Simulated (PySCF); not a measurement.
SMILES C#CC[Si](C)(C)C (C6H12Si) (GFN2-xTB optimised geometry):

```
19

C     -3.512    -1.662    -1.722
C     -2.316    -1.623    -1.681
C     -0.878    -1.561    -1.606
Si    -0.282    -0.679     0.000
C      1.627    -0.679     0.000
C     -0.947     1.108     0.000
C     -0.946    -1.633     1.510
H     -4.558    -1.706    -1.774
H     -0.504    -1.034    -2.485
H     -0.483    -2.579    -1.645
H      2.027    -1.688    -0.008
H      2.027    -0.160    -0.866
H      2.014    -0.182     0.884
H     -0.535     1.688    -0.820
H     -0.699     1.624     0.923
H     -2.027     1.116    -0.104
H     -2.028    -1.709     1.472
H     -0.548    -2.643     1.552
H     -0.682    -1.138     2.440
```

Method: CAM-B3LYP/def2-SVP in PySCF 2.14.0.

Problem. What are the frontier orbital energies and the dipole moment?

Solution. HOMO-2 -9.85 eV, HOMO-1 -8.86 eV, HOMO -8.39 eV, LUMO 2.29 eV, LUMO+1 2.86 eV; dipole moment 1.02 D.

Meta-Löwdin charges at CAM-B3LYP/def2-SVP: C1 -0.24, C2 -0.02, C3 -0.42, Si4 0.94, C5 -0.55, C6 -0.55, C7 -0.55, H8 0.15, H9 0.12, H10 0.12, H11 0.11, H12 0.11, H13 0.11, H14 0.11, H15 0.11, H16 0.11, H17 0.12, H18 0.11, H19 0.11.
